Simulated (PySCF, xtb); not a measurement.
C4H6Si, SMILES C1=C[SiH2]C=C1.

GFN2-xTB (xtb 6.7.1) at its own geometry gives an orbital gap of 2.98 eV and a dipole moment of 0.21 D.

Geometry optimised at TPSSh-D3(BJ)/def2-SVP.

### Question
What does PBE/def2-TZVP in PySCF give? (Estimate from the structure and the level; the computed values follow.)

### Answer
gap 3.29 eV (levels -5.81 and -2.51 eV), dipole 0.64 D.
